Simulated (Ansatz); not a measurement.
# C$_{2}$H$_{5}$F$_{3}$GeO$_{3}$, SMILES `[OH][Ge]([OH])([OH])[CH2]C(F)(F)F` (charge 0, multiplicity 1)

These are PBE-D3(BJ)/def2-TZVP // B3LYP-D3(BJ)/def2-SVP (Ansatz, a quantum-chemistry and plane-wave program) values and carry that method's errors.

```yaml
HOMO: -7.30 eV
dipole_moment: 0.48 D
LUMO: -0.96 eV
HOMO–LUMO gap: 6.34 eV
vertical ionisation energy (Delta-SCF): 10.35 eV
total_energy: -2680.8910 Ha
```

```xyz
14

O     -2.1870     0.1713     1.1459
Ge    -0.9897     0.2713    -0.1529
O     -1.3483     1.6966    -1.1394
O     -1.0819    -1.0842    -1.2941
C      0.7196     0.3811     0.8055
C      1.7933    -0.4926     0.2197
F      1.4023    -1.7939     0.1842
F      2.9320    -0.4507     0.9257
F      2.0905    -0.1409    -1.0443
H     -3.0934     0.2776     0.8260
H     -1.3180     1.4818    -2.0823
H     -0.5206    -1.8283    -1.0347
H      0.5400     0.0847     1.8483
H      1.0611     1.4258     0.7922
```
Charge 0, spin multiplicity 1.
